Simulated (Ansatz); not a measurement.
CH4Si, SMILES `C[SiH]` (lower singlet) (charge 0, multiplicity 1). This singlet lies 1.01 eV below the relaxed triplet at the level composite: frozen-core CCSD(T) with HF/cc-pVQZ and the correlation energy extrapolated as X^-3 from cc-pVTZ and cc-pVQZ, plus CCSDT(Q) minus CCSD(T) in cc-pVDZ // PBE0-D3(BJ)/def2-TZVP (Ansatz, a program for electronic structure).

Cartesian coordinates (Å):
```xyz
6

C     -0.5205     0.0883    -0.0336
Si     1.2488     0.6749    -0.3613
H     -1.2855     0.7900    -0.3675
H     -0.6541    -0.1031     1.0389
H     -0.6837    -0.8791    -0.5261
H      1.8949    -0.5710     0.2496
```
Charge 0, multiplicity 1.

Frozen-core energies in 6-31g from Ansatz at a geometry from PBE0-D3(BJ)/def2-TZVP; the HF reference has <S^2> = 0.00 (restricted, and unstable towards unrestricted orbitals) and the T1 diagnostic is 0.010.

```csv
level,energy (Ha)
HF,-329.00544
MP2,-329.14038
CCSD,-329.17037
```

**Question.** Estimate the energies of CCSD(T), CCSDT, CCSDT(Q) and CCSDTQ, and give each level's difference from CCSDTQ.

**Answer.** 
```csv
level,energy (Ha),difference from CCSDTQ (mHa)
MP2,-329.14038,33.79
CCSD,-329.17037,3.80
CCSD(T),-329.17346,0.70
CCSDT,-329.17394,0.22
CCSDT(Q),-329.17415,0.01
CCSDTQ,-329.17417,0.00
```
